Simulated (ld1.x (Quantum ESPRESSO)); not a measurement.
# Which change was made? (H, PAW)

- Element: hydrogen (H)
- Generator: ld1.x (Quantum ESPRESSO) 7.5
- Type: PAW
- Functional: PBE
- Relativity: scalar-relativistic
- Frozen core: none
- Valence charge: 1
- Reference configuration: 1s1
- Partial waves: 1s (bound): rcut 0.95, rcutus 1.15 bohr; 1s channel at 2.6 Ry: rcut 0.95, rcutus 1.15 bohr; 2p channel at 0.2 Ry: rcut 0.75, rcutus 1.00 bohr; 2p channel at 1 Ry: rcut 0.75, rcutus 1.00 bohr
- Local potential: all-electron potential smoothed inside 0.75 bohr (lloc = -1)
- Core correction: none
- Augmentation charge: PSQ, inside the norm-conserving radii

Cutoffs, loose and tight: the cutoffs (Ry, on a coarse ladder) from which the occupation-weighted sum of valence levels, in a spherical-Bessel basis at the reference potential, stays within 10 and 1 mRy of its value at 400 Ry. They do not see the model core or the augmentation charge, which bear on the density cutoff. Test errors are all-electron minus pseudo excitation energies from the reference, over the configurations 1s0.5; variants that change the core or the reference have their own tests.

The base gives: outcome: generated; cutoff, loose: 18 Ry; cutoff, tight: 30 Ry; bound ghosts: none.

Question: After one change the result is: outcome: generated; cutoff, loose: 21 Ry; cutoff, tight: 40 Ry; bound ghosts: none. Which change was it?
A. all radii scaled by about 1.39 (s 1.60, p 1.38 bohr, rcut 1.32/1.04); local potential all-electron potential smoothed inside 1.04 bohr (lloc = -1)
B. all radii scaled by about 0.84 (s 0.96, p 0.84 bohr, rcut 0.80/0.64); local potential all-electron potential smoothed inside 0.64 bohr (lloc = -1)
C. all radii scaled by about 1.08 (s 1.24, p 1.08 bohr, rcut 1.02/0.80); local potential all-electron potential smoothed inside 0.80 bohr (lloc = -1)
D. all radii scaled by about 1.24 (s 1.42, p 1.24 bohr, rcut 1.18/0.94); local potential all-electron potential smoothed inside 0.94 bohr (lloc = -1)

Answer: B. The others give: all radii scaled by about 1.39 (s 1.60, p 1.38 bohr, rcut 1.32/1.04); local potential all-electron potential smoothed inside 1.04 bohr (lloc = -1) → outcome: failed: new_paw_hamiltonian: negative rho | all radii scaled by about 1.08 (s 1.24, p 1.08 bohr, rcut 1.02/0.80); local potential all-electron potential smoothed inside 0.80 bohr (lloc = -1) → outcome: generated; cutoff, loose: 15 Ry; cutoff, tight: 25 Ry; bound ghosts: none | all radii scaled by about 1.24 (s 1.42, p 1.24 bohr, rcut 1.18/0.94); local potential all-electron potential smoothed inside 0.94 bohr (lloc = -1) → outcome: generated; cutoff, loose: 12 Ry; cutoff, tight: 18 Ry; bound ghosts: none.
